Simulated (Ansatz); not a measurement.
Basis sets compared for SiB7. Total charge 0; doublet. Geometry PBE-D4/def2-SVP. Ansatz on 4 threads of Arm Neoverse V1 on a shared host; times are rough, and most runs start from earlier orbitals.

Cartesian coordinates in Å:
```
B -0.213 0.246 1.734
B 0.812 -1.563 -0.107
B -1.049 1.338 -0.721
B 0.387 -0.962 -1.499
B -0.472 0.321 -1.757
B -0.914 1.335 0.839
B 0.110 0.126 -0.063
Si 1.341 -0.841 1.573
```

The structure comes from a short search, and lower isomers may exist.

Binding counts from free atoms (B doublet, Si triplet) in the same basis, without a counterpoise term.

```csv
level,functions,energy (Eh),HOMO (eV),LUMO (eV),binding per atom (eV),wall time
PBE-D4/def2-SVP,116,-462.5895,-5.94,-5.14,4.74,2.2 s
PBE-D4/def2-TZVP,254,-462.8668,-5.93,-5.11,4.67,6 s
PBE0-D4/def2-SVP,116,-462.6311,-6.70,-4.32,4.61,3 s
PBE0-D4/def2-TZVP (with forces),254,-462.9065,-6.67,-4.26,4.52,12 s
BHLYP-D4/def2-TZVP,254,-463.1521,-7.19,-3.25,4.08,21 s
```

Estimate the rows for PBE-D4/def2-TZVPD, PBE0-D4/def2-TZVPD, BHLYP-D4/def2-TZVPD.


```csv
level,functions,energy (Eh),HOMO (eV),LUMO (eV),binding per atom (eV),wall time
PBE-D4/def2-TZVPD,302,-462.8673,-5.93,-5.11,4.67,10 s
PBE0-D4/def2-TZVPD,302,-462.9068,-6.67,-4.26,4.52,29 s
BHLYP-D4/def2-TZVPD,302,-463.1524,-7.19,-3.25,4.08,79 s
```
